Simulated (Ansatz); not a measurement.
Program: Ansatz. Geometries: PBE0-D4/def2-TZVP. ΔE: electronic, gas phase. CCSD(T)/CBS adds triple-zeta CCSD(T) − MP2 to the extrapolated MP2 energy (def2 sets, frozen cores). Each species was taken in one conformer, which may not be the lowest.

Reaction (ligand exchange at the Si–N bond): `N[Si@H](O)N[Si@@H](N)F` + `N[SiH](N)Cl` → `N[Si@H](F)N[Si@@H](N)Cl` + `N[SiH](N)O`

| species | SCS-MP2/def2-QZVPP energy (Eh) |
| --- | --- |
| `N[Si@H](O)N[Si@@H](N)F` | -922.13877 |
| `N[SiH](N)Cl` | -861.27980 |
| `N[Si@H](F)N[Si@@H](N)Cl` | -1306.12592 |
| `N[SiH](N)O` | -477.28973 |

(1) Work out ΔE.

Largest T1 diagnostic among the species: 0.011.

Results:

(1) ΔE = (-1306.12592) + (-477.28973) − (-922.13877) − (-861.27980) = 0.00292 Eh = +7.7 kJ/mol. CCSD(T)/CBS gives +9.8 kJ/mol.

In def2-TZVPP, CCSD(T) changes the Hartree–Fock value by +9.3 kJ/mol (the triples alone add +2.0 kJ/mol) and MP2 by +9.1 kJ/mol.
